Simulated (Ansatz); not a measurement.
`[SiH3][SiH2][SeH]` → `[SiH3][SeH]` + `[SiH2]` at 298.15 K and 1 bar (silylene loss).

Gas-phase electronic energies from Ansatz, PBE0-D4/def2-TZVP geometries. CCSD(T)/CBS is the MP2 limit (def2-TZVPP, def2-QZVPP) plus CCSD(T) − MP2 in def2-TZVPP, frozen cores. This one scheme is used for every species. For Se outer-core shells are correlated without core-valence functions, which leaves a few kJ/mol of doubt a bond. Scalar relativity is left out up to krypton. Each species was taken in one conformer, which may not be the lowest.

| species | CCSD(T)/CBS energy (Eh) | H − E (kJ/mol) | S (J/(mol·K)) |
| --- | --- | --- | --- |
| `[SiH3][SiH2][SeH]` | -2982.48284 | 151.5 | 349.1 |
| `[SiH3][SeH]` | -2692.20088 | 99.8 | 286.6 |
| `[SiH2]` | -290.19011 | 40.6 | 207.5 |

H − E and S are ideal-gas, rigid-rotor, harmonic terms from PBE0-D4/def2-TZVP, for one conformer and one mirror image of each species. 1 Eh = 2625.50 kJ/mol, R = 8.31446 J/(mol·K).

Q: By hand: ΔE, ΔH, ΔS and ΔG.

A: ΔE = (-2692.20088) + (-290.19011) − (-2982.48284) = 0.09185 Eh = 241.2 kJ/mol. Δ(H − E) = 99.8 + 40.6 − 151.5 = -11.1, so ΔH = 230.1 kJ/mol. ΔS = 286.6 + 207.5 − 349.1 = 145.0 J/(mol·K). ΔG = 230.1 − 298.15 × (145.0)/1000 = 186.9 kJ/mol.

Q: By hand: the equilibrium constant, and the temperature at which ΔG would vanish if ΔH and ΔS stayed fixed.

A: log₁₀ K = −ΔG/(RT ln 10) = -32.7. ΔG = 0 at ΔH/ΔS = 1587 K.

The number of gas molecules changes by +1, which sets the sign of ΔS. A doubt of 5 kJ/mol in ΔE shifts log₁₀ K by 0.9 here. Other conformers and mirror images would add mixing entropy, several J/(mol·K) or more a flexible species. These are equilibria of isolated gas molecules and say nothing of rates. Largest T1 diagnostic: 0.014 (customary marks: 0.02 for closed shells, 0.045 for open ones).
